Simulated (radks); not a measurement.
Task: The mean radii <r> (bohr) of the occupied orbitals of an atom or ion are listed with their occupations. Calculated with a radial shooting solver on a logarithmic mesh with Libxc functionals: scalar-relativistic Kohn-Sham, exchange-only LDA, spin-polarised, spherical densities, point nucleus.

orbital  occ.      <r>
1s up       1  0.04861
1s down     1  0.04859
2s up       1   0.2115
2s down     1   0.2118
2p up       3   0.1835
2p down     2   0.1839

Name the element and its charge. Open shells, if any, are filled with parallel spins first.

Result: Z = 31, gallium, charge +22: Ga22+ in [He] 2s2 2p5. The 1s radius gives Z: for a bare nucleus <r> = (2 gamma + 1)/(2Z) with gamma = sqrt(1 - (Z/c)^2), 0.04755 bohr for Z = 31, and screening makes it slightly larger (0.04861 here). The occupations add up to 9, and the charge is Z minus that.
